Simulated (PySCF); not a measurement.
## Gas-phase XPS of `C[CH2][GeH2][NH][SiH3]`, computed

C2H11GeNSi.
Z-matrix (Å and degrees, PBE0-D3(BJ)/def2-SVP geometry), rows numbered from 1:
```
C 
C   1  1.5226
Ge  2  1.9565  1  113.01
N   3  1.8468  2  109.17  1    56.09
Si  4  1.7303  3  127.14  2    58.08
H   1  1.1016  2  111.15  3   -55.21
H   1  1.1015  2  111.83  3  -175.39
H   1  1.1018  2  111.58  3    64.35
H   2  1.1034  1  110.89  3   119.78
H   2  1.1028  1  111.60  3  -122.12
H   3  1.5447  2  110.47  1   177.22
H   3  1.5436  2  111.68  1   -59.99
H   4  1.0148  3  114.71  2  -118.61
H   5  1.4959  4  106.80  3    10.80
H   5  1.5008  4  113.83  3  -108.12
H   5  1.4981  4  112.37  3   130.48
```

Method: delta-SCF UKS SCAN, pcX-2 on the ionised atom, pcseg-1 elsewhere, spin-free X2C (PySCF 2.14.0). These are vertical core ionisation energies against the vacuum level, from separate self-consistent calculations with and without the core hole.

**Question.** What binding energy does each computed site have?

**Answer.** 
```json
{"atom(s)": "Si5", "environment": "SiH3 silicon", "level": "Si 1s", "binding energy (eV)": "1846.66", "2p1/2 (eV)": "–", "above the level's lowest (eV)": "0.00", "count": "1"}
{"atom(s)": "N4", "environment": "silicon-bound nitrogen", "level": "N 1s", "binding energy (eV)": "403.78", "2p1/2 (eV)": "–", "above the level's lowest (eV)": "0.00", "count": "1"}
{"atom(s)": "C1", "environment": "methyl carbon", "level": "C 1s", "binding energy (eV)": "290.60", "2p1/2 (eV)": "–", "above the level's lowest (eV)": "+0.44", "count": "1"}
{"atom(s)": "C2", "environment": "sp3 carbon bound to germanium", "level": "C 1s", "binding energy (eV)": "290.16", "2p1/2 (eV)": "–", "above the level's lowest (eV)": "0.00", "count": "1"}
{"atom(s)": "Si5", "environment": "SiH3 silicon", "level": "Si 2p3/2", "binding energy (eV)": "106.78", "2p1/2 (eV)": "107.41", "above the level's lowest (eV)": "0.00", "count": "1"}
```

The listed C 1s values span 0.44 eV, from C2 (bonded to C, 2 H and Ge) to C1 (bonded to C and 3 H).

**Question.** Which photon wavelength matches the C 1s of C2 threshold?

**Answer.** λ = hc/E = 12398.42 eV Å / 290.16 eV = 42.730 Å.

Spin–orbit and ligand-field terms were added within each 2p shell after the spin-free SCF. 2p1/2 minus 2p3/2 (ligand field included): Si 0.62 eV. No level of germanium is listed. Geometry: PBE0-D3(BJ)/def2-SVP, one conformer, isolated molecule.
